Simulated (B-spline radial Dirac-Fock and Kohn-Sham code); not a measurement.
## Photoemission from Te⁺ at 7030 eV, detector at θ = 54.7°, φ = 0°

System: the Te⁺ ion in the configuration [Kr] 4d10 5s2 5p3. These are calculated numbers from a radial B-spline solver; the model is Dirac-Hartree-Slater photoionisation with a Latter tail; cross sections with all multipoles, angular parameters from the dipole term and its interference with E2. Thresholds are orbital energies of the model. For linearly polarised light dσ/dΩ = σ/(4π) [1 + β P₂(cos θ) + (δ + γ cos²θ) sin θ cos φ], with θ from the polarisation vector and φ the angle between the beam and the projection of the electron momentum on the plane normal to the polarisation. The dipole factor is 1 + βP₂ and the non-dipole term is the rest of the bracket. Open shells are filled statistically over j.

Input of the calculation (task.json; shells as n, l, electrons):

```json
{"items": [{
  "Z": 52,
  "q": 1,
  "cfg": [[1, 0, 2], [2, 0, 2], [2, 1, 6], [3, 0, 2], [3, 1, 6], [3, 2, 10], [4, 0, 2], [4, 1, 6], [4, 2, 10], [5, 0, 2], [5, 1, 3]],
  "A": 130,
  "rrms": 4.7423,
  "do": "xps",
  "hv": [54.3, 56.1, 57.4, 60, 65.6, 69.0, 100, 150, 164.0, 173.0, 300, 391.0, 419.0, 500.0, 553.0, 684.0, 1000.0, 1020.0, 2000, 2290.0, 2984.4, 3890.0, 4140.0, 6000, 6460.0, 7030.0, 8090.0, 10600.0, 11200.0, 15000]
}]}
```

Launch: `python xray2_run.py task.json out`

```
subshell  threshold (eV)  σ (kb)     β      γ      δ  dipole factor  non-dipole term  dσ/dΩ (kb/sr)
      2s          4923.7    14.1  1.99  -0.05  0.000          1.002           -0.014           1.11
   2p1/2          4627.7    18.1  1.44   0.41  0.042          1.001           +0.147           1.65
   2p3/2          4348.8    31.5  1.50   0.51  0.048          1.001           +0.178           2.95
      3s          1000.5    3.06  1.99   0.04  0.000          1.002           +0.011          0.247
   3p1/2           876.5    2.67  1.44   0.88  0.035          1.001           +0.268          0.270
   3p3/2           824.0    4.70  1.50   0.94  0.037          1.001           +0.287          0.482
   3d3/2           602.9    1.13  0.92   1.32  0.216          1.001           +0.536          0.138
   3d5/2           591.7    1.56  0.87   1.29  0.229          1.001           +0.539          0.191
      4s           183.6   0.663  1.99   0.11  0.000          1.002           +0.029         0.0544
   4p1/2           140.2   0.504  1.43   0.94  0.034          1.001           +0.283         0.0515
   4p3/2           130.0   0.880  1.49   1.00  0.036          1.001           +0.301         0.0912
   4d3/2           59.79   0.172  0.90   1.32  0.211          1.001           +0.533         0.0210
   4d5/2           58.20   0.237  0.84   1.29  0.225          1.001           +0.536         0.0290
      5s           26.87  0.0929  1.99   0.12  0.000          1.002           +0.033        0.00765
   5p1/2           17.25  0.0261  1.43   0.94  0.034          1.001           +0.285        0.00267
   5p3/2           16.21  0.0443  1.49   1.00  0.036          1.001           +0.303        0.00459
```
